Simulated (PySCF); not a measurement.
**Nitrogen: a sound run and one with changed settings**

Sound run: N²⁺ [He] 2s2 2p1, N³⁺ [He] 2s2. Calculation: PySCF 2.14, in cc-pVTZ (4s3p2d1f, 30 functions); no relativity, point nucleus. In the sound run the correlated levels freeze 1s2. The sound run starts from symmetry-adapted Hartree-Fock orbitals and uses a fine grid where one is needed.

Changed run: a valence shell is frozen. This setting is unsound on purpose.

Ionisation energy of N²⁺:

```
 method  sound run (eV)  changed run (eV)
    UHF          47.258            47.258
    MP2          47.441            47.258
SCS-MP2          47.392            47.258
   CCSD          47.199            47.258
CCSD(T)          47.228            47.258
  CCSDT             n/a            47.258
    FCI             n/a            47.258
```

Freezing a valence shell removes pair correlation that changes on ionisation.

For comparison, NIST gives 47.445 eV between the lowest levels.
